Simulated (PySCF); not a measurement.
## [La(SH)2]+ relaxed at several levels

Computed with PySCF 2.14.0, PBE0, def2-SVP on the ligands, density fitting, scalar-relativistic core potentials, no spin-orbit coupling, vacuum. Each row is relaxed at its own level from the same template. Distances are means of the shortest metal–ligand contacts, charges and spins Mulliken's; removal energies are rigid, with the ligand's formal charge and no counterpoise, so too large; for an anion taken off a cation in vacuum most of it is the attraction of opposite charges, and multiply charged cations can part far more cheaply with an electron moved from ligand to metal. lcecp potentials hold a fixed number of 4f electrons in the core, out of states, spins and gaps.

```
level      basis on the metal  point group  M–SH (Å)  charge on M (e)  HOMO–LUMO gap (eV)  removal of one SH (eV)  strongest infrared band, degenerate modes summed (cm⁻¹)  unstable modes (below −25 cm⁻¹)
 PBE0  lcecp-1-SVP with ECP46          C2v     2.608             1.18                   –                   13.76                                                      356                                0
```

(1) What does the calculation give for PBE0, def2-SVP with ECP46?

One start shape was tried for each, so a minimum needn't be the lowest isomer.

Answers

(1) point group: C2v, M–SH (Å): 2.609, charge on M (e): 1.12, HOMO–LUMO gap (eV): 4.82, removal of one SH (eV): 13.75, strongest infrared band, degenerate modes summed (cm⁻¹): 375, unstable modes (below −25 cm⁻¹): 0.
```xyz
5

La    0.0000    0.0000   -0.8236
S     1.9780   -0.1138    0.8737
H     2.9457   -0.2082   -0.0756
S    -1.9780    0.1138    0.8737
H    -2.9457    0.2082   -0.0756
```
